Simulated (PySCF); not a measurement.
**Working out the ionisation energy of Nb²⁺**

Nb²⁺ [Kr] 4d3 (4F) → Nb³⁺ [Kr] 4d2 (3F). Computed with PySCF 2.14 in x2c-TZVPall (8s6p6d1f, 63 functions), with scalar relativity by spin-free X2C-1e. Frozen: [Kr]. Energies in hartree (1 hartree = 27.21139 eV):

```csv
part,Nb²⁺ (lower),Nb³⁺ (upper)
UHF,-3816.533487,-3815.642234
MP2 opposite-spin,0.000000,0.000000
MP2 same-spin,-0.011665,-0.002723
```

Task: What does Hartree-Fock give?

Result: (-3815.642234) − (-3816.533487) = 0.891253 hartree = 24.252 eV.

Task: What do MP2 and SCS-MP2 (6/5 opposite-spin, 1/3 same-spin) give?

Result: The opposite-spin parts differ by 0.000 eV and the same-spin parts by 0.243 eV. MP2: 24.252 + (0.000) + (0.243) = 24.495 eV. SCS-MP2: 24.252 + 1.2 × (0.000) + (0.243)/3 = 24.333 eV.

Reference: 25.04 eV (semi-empirical (NIST evaluation); NIST Atomic Spectra Database, ionization energies), between the lowest levels; spin-orbit coupling is absent from the calculation.

What remains against the reference includes basis incompleteness, the frozen core and correlation beyond second order.
